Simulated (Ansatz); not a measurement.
C2H7GeN can be A, `C/C=[N]\[GeH3]`, or B, `C[N]1[CH2][GeH2]1`.

Program: Ansatz. Geometries: PBE0-D4/def2-TZVP. ΔE: electronic, gas phase. CCSD(T)/CBS is the MP2 limit (def2-TZVPP, def2-QZVPP) plus CCSD(T) − MP2 in def2-TZVPP, frozen cores. Functionals use def2-TZVPP. For Ge outer-core shells are correlated without core-valence functions, which leaves a few kJ/mol of doubt a bond. Scalar relativity is left out up to krypton.

Q: Which is lower in electronic energy at CCSD(T)/CBS, and by how much? (An estimate is asked.)

A: Computed: A, by 99.1 kJ/mol.

Q: Give E(B) − E(A) in kJ/mol with CCSD/def2-TZVPP, CCSD(T)/def2-TZVPP, HF/def2-TZVPP, B2PLYP, PBE0-D4, MP2/def2-TZVPP, PBE-D4. (Estimate.)

A: Computed: CCSD/def2-TZVPP 110.1, CCSD(T)/def2-TZVPP 106.1, HF/def2-TZVPP 148.1, B2PLYP 110.6, PBE0-D4 96.2, MP2/def2-TZVPP 95.4, PBE-D4 94.3. None reverses the order clearly.

Largest T1 diagnostic: 0.013.

In def2-TZVPP, CCSD(T) changes the Hartree–Fock value by −42.0 kJ/mol (the triples alone add −4.0 kJ/mol) and MP2 by −52.7 kJ/mol.
